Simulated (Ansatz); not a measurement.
# A ladder of methods for InH3 (SMILES [H][In]([H])[H])

The species is InH3 (4 atoms), meant as a singlet with charge 0. SMILES: `[H][In]([H])[H]`. The shape comes from GFN2-xTB, which is rough for such elements, and wasn't checked as a minimum.

| atom | x (Å) | y (Å) | z (Å) |
| --- | --- | --- | --- |
| In | 0.0006 | -0.0007 | -0.0005 |
| H | 1.7189 | -0.0278 | 0.0135 |
| H | -0.8345 | 1.5014 | -0.0178 |
| H | -0.8851 | -1.4729 | 0.0048 |

Quantity: the energy change with the In1–H2 bond stretched from 1.719 to 2.578 Å, in eV. The values are calculated.

| level | kind | program | value (eV) | less FCI/STO-3G |
| --- | --- | --- | --- | --- |
| revPBE/STO-3G (restricted) | GGA | Ansatz | 2.82 | +0.13 |
| r2SCAN/STO-3G (restricted) | meta-GGA | Ansatz | 3.06 | +0.37 |
| PBE0/STO-3G (restricted) | global hybrid | Ansatz | 3.13 | +0.44 |
| CAM-B3LYP/STO-3G (restricted) | range-separated hybrid | Ansatz | 3.30 | +0.61 |
| RPA@PBE/STO-3G (restricted) | RPA | Ansatz | 2.73 | +0.04 |
| MP2/STO-3G (restricted) | perturbation theory | Ansatz | 3.21 | +0.52 |
| CCSDT(Q)/STO-3G (restricted) | coupled cluster or CI | Ansatz | 2.69 | 0.00 |
| CCSDTQ/STO-3G (restricted) | coupled cluster or CI | Ansatz | 2.69 | 0.00 |
| FCI/STO-3G | exact in the basis | Ansatz | 2.69 | 0.00 |

FCI/STO-3G is exact within its basis and frozen core, so for wave-function methods in that basis the difference is their error; functionals converge differently with the basis, so for them it is only a difference. All-electron rows without a relativistic Hamiltonian named are non-relativistic. The first shape isn't each level's own minimum. The values span 2.69 to 3.30 eV. All rows use very small basis sets, so even the best lies far from the true value. In the correlated wave-function rows the outer d shell of In is correlated, in sets not made for it.
